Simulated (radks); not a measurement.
Spherical quantum dot in the effective-mass picture: electrons in a hard-walled sphere of radius 5.56, with a point charge +1 (a donor) at the centre, all in effective atomic units (hartree* = m*/eps^2 hartree, bohr* = eps/m* bohr), one dielectric constant everywhere. Method: non-relativistic Kohn-Sham, r2SCAN, spin-polarised, spherical densities, generalised Kohn-Sham scheme; computed with a radial shooting solver with Libxc functionals. Levels are named by radial order and angular momentum (1s, 1p, 1d, 2s, ...), and open shells are averaged over m. Results are scaled to m* = 0.047 and eps = 12.9, for which hartree* = 7.685 meV and bohr* = 14.52 nm. Each electron was tried in the lowest free levels, single moves between levels near the top were tried too, and the lowest total energy was kept; such a search can miss a lower state. At N = 1 the Hartree and exchange-correlation terms need not cancel, so that row can carry a self-interaction error.

\begin{tabular}{lrrrrr}
N & open shells & 2S & mu = E(N) - E(N-1) (meV) & addition energy mu(N+1) - mu(N) (meV) & rms radius (nm) \\ \hline
1 & 1s(up 1, down 0) & 1 & -3.8300 & 3.949 & 24.59 \\
2 & none & 0 & 0.11940 & 4.092 & 31.93 \\
3 & 1p(up 1, down 0) & 1 & 4.2112 & 1.569 & 40.34 \\
4 & 1p(up 2, down 0) & 2 & 5.7804 & 1.689 & 44.40 \\
5 & 1p(up 3, down 0) & 3 & 7.4695 & 2.407 & 46.93 \\
6 & 1p(up 3, down 1) & 2 & 9.8760 & 1.522 & 48.82 \\
7 & 1p(up 3, down 2) & 1 & 11.398 & 1.619 & 50.26 \\
8 & none & 0 & 13.017 & 2.743 & 51.41 \\
9 & 2s(up 1, down 0) & 1 & 15.760 & 1.974 & 52.01 \\
10 & 1d(up 1, down 0) 2s(up 1, down 0) & 2 & 17.734 & 1.604 & 52.99 \\
11 & 1d(up 2, down 0) 2s(up 1, down 0) & 3 & 19.338 & 1.570 & 53.83 \\
12 & 1d(up 4, down 0) & 4 & 20.908 & 1.562 & 55.09 \\
13 & 1d(up 5, down 0) & 5 & 22.469 & 1.877 & 55.69 \\
14 & 1d(up 5, down 0) 2s(up 1, down 0) & 6 & 24.346 & 2.074 & 55.71 \\
15 & 1d(up 5, down 1) 2s(up 1, down 0) & 5 & 26.420 & 1.551 & 56.23 \\
16 & 1d(up 5, down 2) 2s(up 1, down 0) & 4 & 27.971 & 1.548 & 56.69 \\
17 & 1d(up 5, down 4) & 1 & 29.519 & 1.486 & 57.64 \\
18 & none & 0 & 31.006 & 1.865 & 58.01 \\
19 & 2s(up 1, down 0) & 1 & 32.871 & 3.009 & 57.82 \\
20 & 2s(up 1, down 0) 1f(up 1, down 0) & 2 & 35.880 & 1.572 & 58.19 \\
21 & 2s(up 1, down 0) 1f(up 2, down 0) & 3 & 37.452 & 1.575 & 58.53 \\
22 & 2s(up 1, down 0) 1f(up 3, down 0) & 4 & 39.026 & 1.578 & 58.84 \\
23 & 2s(up 1, down 0) 1f(up 4, down 0) & 5 & 40.604 & 1.580 & 59.13 \\
24 & 2s(up 1, down 0) 1f(up 5, down 0) & 6 & 42.185 & 1.582 & 59.40 \\
25 & 2s(up 1, down 0) 1f(up 6, down 0) & 7 & 43.766 & 1.583 & 59.65 \\
26 & 2s(up 1, down 0) 1f(up 7, down 0) & 8 & 45.349 & - & 59.89 \\
\end{tabular}

All shells are closed at N = 2, 8, 18 (there: 1s2 1p6 1d10); the second difference of the energy has clear peaks (12 % above both neighbours; the first and last values, which can be the largest, are not judged, and half-filled shells can peak too) at N = 5, 8, 19.
